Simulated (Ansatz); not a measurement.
Relaxation of EuCl3 with UKS PBE-D4/def2-SVP.

```sh
$ ansatz run in.yaml --threads 4 --pin off --events-out ev --progress --plain --max-ram 8704MiB
```

```yaml
crystal:
  periodic: [false, false, false]
  atoms:
    - {symbol: Eu, position_ang: [-0.009190, -0.003600, 0.860430]}
    - {symbol: Cl, position_ang: [2.134040, -0.017270, -0.263550]}
    - {symbol: Cl, position_ang: [-1.043740, 1.856470, -0.293180]}
    - {symbol: Cl, position_ang: [-1.081120, -1.835610, -0.303700]}
basis:
  gaussian: {orbitals: def2-SVP}
magnetization: {spin_polarized: true, initial_magnetization: 6}
hamiltonian: {xc: pbe, dispersion: d4}
scf: {lower_state_search: "off"}
output: {orbitals: {seedname: orbitals}}
relax: {f_tol: 0.02, max_steps: 100}
```

Hardware: 4 threads of AMD EPYC 7R43 on a shared host. Wall time 29 s.

Positions (Å) and forces (eV/Å) at steps 1, 2, 3, 4, 5, 7 of 7:

```xyz
4
step=1 energy=-56877.5514 eV
Eu   -0.009   -0.004    0.860   -0.021    0.005    1.662
Cl    2.134   -0.017   -0.264    1.446   -0.027   -0.540
Cl   -1.044    1.856   -0.293   -0.711    1.239   -0.554
Cl   -1.081   -1.836   -0.304   -0.714   -1.218   -0.568
4
step=2 energy=-56877.8848 eV
Eu   -0.007    0.000    0.844   -0.002   -0.013   -0.726
Cl    2.331   -0.027   -0.255   -0.119    0.006    0.238
Cl   -1.147    2.024   -0.288    0.060   -0.100    0.240
Cl   -1.177   -1.998   -0.301    0.061    0.107    0.248
4
step=3 energy=-56877.9905 eV
Eu   -0.006   -0.001    0.644    0.010    0.010   -0.548
Cl    2.455   -0.025   -0.188   -0.236    0.002    0.181
Cl   -1.206    2.134   -0.221    0.114   -0.204    0.185
Cl   -1.242   -2.108   -0.235    0.112    0.192    0.182
4
step=4 energy=-56878.0589 eV
Eu   -0.004    0.000    0.444    0.004    0.004   -0.217
Cl    2.514   -0.025   -0.120   -0.091    0.001    0.072
Cl   -1.236    2.186   -0.155    0.044   -0.079    0.073
Cl   -1.273   -2.160   -0.169    0.043    0.074    0.072
4
step=5 energy=-56878.0881 eV
Eu   -0.002    0.000    0.244    0.002    0.001   -0.080
Cl    2.557   -0.026   -0.053   -0.037    0.000    0.026
Cl   -1.258    2.225   -0.088    0.018   -0.032    0.027
Cl   -1.297   -2.199   -0.103    0.018    0.030    0.027
4
step=7 energy=-56878.0983 eV
Eu    0.001    0.001    0.000    0.000    0.000    0.000
Cl    2.576   -0.026    0.029   -0.016    0.000    0.000
Cl   -1.269    2.242   -0.007    0.008   -0.013    0.000
Cl   -1.308   -2.216   -0.022    0.008    0.013    0.000
```

In the def2 sets Eu takes a core potential; there is no spin–orbit coupling. With an open 4f shell the SCF may have ended on a state above the lowest. The charge 0 septet is spin-contaminated (final ⟨S²⟩ up to 12.43, 12.00 for a pure state).
